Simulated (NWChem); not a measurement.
Species: CH$_{6}$FNOSi; SMILES CN[Si@H](O)F

```xyz
11

C      0.1212     2.3586    -0.0698
N     -0.3386     1.0698     0.3865
Si     0.0031    -0.4384    -0.3123
O     -1.2276    -1.4546     0.1156
F      1.3629    -1.1611     0.2291
H      0.5521     2.2669    -1.0790
H     -0.7036     3.0884    -0.1405
H      0.9037     2.7961     0.5766
H     -0.8358     1.0781     1.2703
H      0.2201    -0.2681    -1.7686
H     -0.9827    -2.3764     0.2393
```
Atoms are numbered in this order, from 1.

Computed with NWChem. The geometry was optimised at PBE0/def2-SVP.

Estimate the computed values for KT2/def2-SVP. Quantities: highest occupied level (eV); orbital gap (eV); dipole (D).


```json
{
  "highest occupied level (eV)": "-5.70",
  "orbital gap (eV)": "6.17",
  "dipole (D)": "0.92"
}
```
